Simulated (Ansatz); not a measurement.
Geometry optimisation of the cluster V2S3.

```yaml
crystal:
  periodic: [false, false, false]
  atoms:
    - {symbol: V, position_ang: [-0.163240, -1.512530, -1.083490]}
    - {symbol: V, position_ang: [0.026820, -1.119080, 1.514360]}
    - {symbol: S, position_ang: [-0.722930, 1.059540, -0.125160]}
    - {symbol: S, position_ang: [0.331940, 0.535570, -1.760340]}
    - {symbol: S, position_ang: [0.527410, 1.036500, 1.454630]}
basis:
  gaussian: {orbitals: def2-SVP}
hamiltonian: {xc: pbe, dispersion: d4}
scf: {lower_state_search: "off"}
output: {orbitals: {seedname: orbitals}}
relax: {f_tol: 0.02, max_steps: 100}
```

```sh
$ ansatz run in.yaml --threads 4 --pin off --events-out ev --progress --plain --max-ram 4787MiB
```

Shortened log:

```
Functional definition: PBE
mean field -83835.37118729 eV, -3080.8930654773 hartree, gradient 2.3e-6 eV, S^2 0.000000; 0 other end points of the search recorded, 0 dependent functions left out
relax step   1: F+E_penalty+E_count = -83835.69050312 eV  Δ(F+E_penalty+E_count) = +0.000e0 eV  max|allowed force component| = 2.995e0 eV/Å  Δτ_max = 0.0000 Å  (92 SCF iters, accepted)
mean field -83836.94476647 eV, -3080.9508934457 hartree, gradient 1.5e-6 eV, S^2 0.000000; 0 other end points of the search recorded, 0 dependent functions left out
relax step   2: F+E_penalty+E_count = -83837.26579796 eV  Δ(F+E_penalty+E_count) = -1.575e0 eV  max|allowed force component| = 4.682e0 eV/Å  Δτ_max = 0.1934 Å  (140 SCF iters, accepted)
mean field -83838.27078474 eV, -3080.9996237184 hartree, gradient 2.4e-6 eV, S^2 0.000000; 0 other end points of the search recorded, 0 dependent functions left out
relax step   3: F+E_penalty+E_count = -83838.59185216 eV  Δ(F+E_penalty+E_count) = -1.326e0 eV  max|allowed force component| = 2.431e0 eV/Å  Δτ_max = 0.1950 Å  (39 SCF iters, accepted)
mean field -83838.42947306 eV, -3081.0054554063 hartree, gradient 2.1e-6 eV, S^2 0.000000; 0 other end points of the search recorded, 0 dependent functions left out
relax step   4: F+E_penalty+E_count = -83838.74915923 eV  Δ(F+E_penalty+E_count) = -1.573e-1 eV  max|allowed force component| = 1.945e0 eV/Å  Δτ_max = 0.1111 Å  (45 SCF iters, accepted)
mean field -83838.71192519 eV, -3081.0158353308 hartree, gradient 1.9e-6 eV, S^2 0.000000; 0 other end points of the search recorded, 0 dependent functions left out
relax step   5: F+E_penalty+E_count = -83839.03034696 eV  Δ(F+E_penalty+E_count) = -2.812e-1 eV  max|allowed force component| = 6.394e-1 eV/Å  Δτ_max = 0.1056 Å  (32 SCF iters, accepted)
mean field -83838.79934627 eV, -3081.0190479960 hartree, gradient 9.1e-7 eV, S^2 0.000000; 0 other end points of the search recorded, 0 dependent functions left out
relax step   6: F+E_penalty+E_count = -83839.11986896 eV  Δ(F+E_penalty+E_count) = -8.952e-2 eV  max|allowed force component| = 5.677e-1 eV/Å  Δτ_max = 0.1603 Å  (38 SCF iters, accepted)
mean field -83838.86005240 eV, -3081.0212789052 hartree, gradient 2.6e-6 eV, S^2 0.000000; 0 other end points of the search recorded, 0 dependent functions left out
relax step   7: F+E_penalty+E_count = -83839.18060176 eV  Δ(F+E_penalty+E_count) = -6.073e-2 eV  max|allowed force component| = 3.939e-1 eV/Å  Δτ_max = 0.1844 Å  (38 SCF iters, accepted)
mean field -83838.88878515 eV, -3081.0223348146 hartree, gradient 1.3e-6 eV, S^2 0.000000; 0 other end points of the search recorded, 0 dependent functions left out
relax step   8: F+E_penalty+E_count = -83839.20794385 eV  Δ(F+E_penalty+E_count) = -2.734e-2 eV  max|allowed force component| = 2.777e-1 eV/Å  Δτ_max = 0.0859 Å  (33 SCF iters, accepted)
mean field -83838.90039925 eV, -3081.0227616245 hartree, gradient 8.7e-7 eV, S^2 0.000000; 0 other end points of the search recorded, 0 dependent functions left out
relax step   9: F+E_penalty+E_count = -83839.21938140 eV  Δ(F+E_penalty+E_count) = -1.144e-2 eV  max|allowed force component| = 4.074e-1 eV/Å  Δτ_max = 0.1003 Å  (33 SCF iters, accepted)
mean field -83838.90993317 eV, -3081.0231119898 hartree, gradient 1.7e-6 eV, S^2 0.000000; 0 other end points of the search recorded, 0 dependent functions left out
relax step  10: F+E_penalty+E_count = -83839.22976987 eV  Δ(F+E_penalty+E_count) = -1.039e-2 eV  max|allowed force component| = 1.281e-1 eV/Å  Δτ_max = 0.0367 Å  (32 SCF iters, accepted)
mean field -83838.91129177 eV, -3081.0231619176 hartree, gradient 1.3e-6 eV, S^2 0.000000; 0 other end points of the search recorded, 0 dependent functions left out
relax step  11: F+E_penalty+E_count = -83839.23133662 eV  Δ(F+E_penalty+E_count) = -1.567e-3 eV  max|allowed force component| = 6.420e-2 eV/Å  Δτ_max = 0.0135 Å  (27 SCF iters, accepted)
mean field -83838.91017059 eV, -3081.0231207150 hartree, gradient 2.0e-6 eV, S^2 0.000000; 0 other end points of the search recorded, 0 dependent functions left out
relax step  12: F+E_penalty+E_count = -83839.22943648 eV  Δ(F+E_penalty+E_count) = +1.900e-3 eV  max|allowed force component| = 1.673e-1 eV/Å  Δτ_max = 0.0365 Å  (25 SCF iters, rejected (line search))
mean field -83838.91318372 eV, -3081.0232314452 hartree, gradient 1.4e-6 eV, S^2 0.000000; 0 other end points of the search recorded, 0 dependent functions left out
relax step  13: F+E_penalty+E_count = -83839.23282234 eV  Δ(F+E_penalty+E_count) = -1.486e-3 eV  max|allowed force component| = 2.085e-2 eV/Å  Δτ_max = 0.0181 Å  (26 SCF iters, accepted)
mean field -83838.91279585 eV, -3081.0232171913 hartree, gradient 2.4e-6 eV, S^2 0.000000; 0 other end points of the search recorded, 0 dependent functions left out
relax step  14: F+E_penalty+E_count = -83839.23245521 eV  Δ(F+E_penalty+E_count) = +3.671e-4 eV  max|allowed force component| = 5.845e-2 eV/Å  Δτ_max = 0.0112 Å  (27 SCF iters, rejected (line search))
mean field -83838.91328084 eV, -3081.0232350144 hartree, gradient 2.6e-6 eV, S^2 0.000000; 0 other end points of the search recorded, 0 dependent functions left out
relax step  15: F+E_penalty+E_count = -83839.23290645 eV  Δ(F+E_penalty+E_count) = -8.411e-5 eV  max|allowed force component| = 1.912e-3 eV/Å  Δτ_max = 0.0036 Å  (28 SCF iters, accepted)
Total energy: -83839.23296194 eV, -3081.0349830780 hartree
Atom 0 at    -0.380856    -1.290086    -0.508688 Å, force     0.000503     0.000228    -0.000014 eV/Å
Atom 1 at     0.334596    -1.294370     1.109464 Å, force    -0.000311    -0.001094     0.000351 eV/Å
Atom 2 at    -0.824086     1.146679    -0.325059 Å, force     0.001323    -0.000423    -0.001167 eV/Å
Atom 3 at     0.446103     0.516786    -1.800649 Å, force    -0.001449     0.000768     0.001912 eV/Å
Atom 4 at     0.424243     0.920991     1.524933 Å, force    -0.000066     0.000521    -0.001082 eV/Å
Dipole moment:    -0.229752    -1.015305     0.068003 e Å
Checks for a lower state left out: stability, starts, cluster_reference, orbital_swaps, neighbouring_geometries, increment
```

Run time 23 s (4 threads of Arm Neoverse V2 on a shared host).

The restricted singlet is unstable towards broken spin symmetry at other levels; at PBE-D4/def2-SVP this wasn't settled. The relaxation made no stability test and no search for a lower SCF solution. No other spin state of charge 0 was run. Another isomer (singlet) lies 4.15 eV lower at PBE0-D4/def2-TZVP; other spin states weren't run for this one.
